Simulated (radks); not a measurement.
Results of a calculation; reference values are marked as such.
Dispersion coefficients C6 (hartree bohr^6) between ground-configuration atoms and ions, from the Casimir-Polder integral (3/pi) of alpha_A(iw) alpha_B(iw). Code: a radial shooting solver on a logarithmic mesh with Libxc functionals. Model: scalar-relativistic Kohn-Sham, LDA (Slater exchange, Perdew-Wang correlation), spin-polarised, spherical densities, finite nucleus; open shells are filled with parallel spins first (spin-orbit coupling, left out, can overturn this in heavy ions); Fermi nuclear charge, rms radius of each element as measured or else 0.836 A^(1/3) + 0.57 fm. Response by self-consistent Sternheimer equations with the Hartree and adiabatic LDA kernel, the relativistic mass of each level held fixed and spin-orbit coupling left out.

C6,Cu,Zn+,Ga2+,Ge3+,As4+,Se5+,Br6+,Kr7+,Rb8+
Cu,249.7,,,,,,,,
Zn+,126.7,66.97,,,,,,,
Ga2+,78.52,42.53,27.40,,,,,,
Ge3+,53.72,29.60,19.27,13.65,,,,,
As4+,39.04,21.80,14.31,10.20,7.660,,,,
Se5+,29.57,16.69,11.03,7.906,5.960,4.653,,,
Br6+,23.09,13.15,8.746,6.294,4.761,3.728,2.995,,
Kr7+,18.45,10.60,7.081,5.115,3.881,3.047,2.453,2.014,
Rb8+,15.02,8.687,5.832,4.227,3.216,2.531,2.042,1.679,1.402

Static polarisabilities (bohr^3): Cu ([Ar] 3d10 4s1) 39.11, Zn+ ([Ar] 3d10 4s1) 16.03, Ga2+ ([Ar] 3d10 4s1) 8.893, Ge3+ ([Ar] 3d10 4s1) 5.645, As4+ ([Ar] 3d10 4s1) 3.879, Se5+ ([Ar] 3d10 4s1) 2.810, Br6+ ([Ar] 3d10 4s1) 2.114, Kr7+ ([Ar] 3d10 4s1) 1.637, Rb8+ ([Ar] 3d10 4s1) 1.297. The combination rule 2 Ca Cb / ((alpha_b/alpha_a) Ca + (alpha_a/alpha_b) Cb) gives 19.23 for Ga2+-Ge3+, against 19.27 from the integral.
